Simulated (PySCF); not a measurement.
SbF2, SMILES [F][Sb][F], multiplicity 2. Coordinates come from a B3LYP-D3(BJ)/def2-TZVP optimisation. The spin state was assumed, not searched. The isomer is the one that the SMILES or the coordinates give; other isomers of the formula were not compared. The def2 effective core potentials stand for the cores of Sb; spin–orbit coupling is left out.

Computed equilibrium geometry at B3LYP-D3(BJ)/def2-TZVP (PySCF confirms it by a frequency run) as bond lengths and angles, and its point group:
point group C2v.
Atoms: Sb1 F2 F3. Bonds (Å): Sb1–F2 1.921, Sb1–F3 1.921. Angles (°): F2–Sb1–F3 95.3.
Charge 0, spin multiplicity 2.
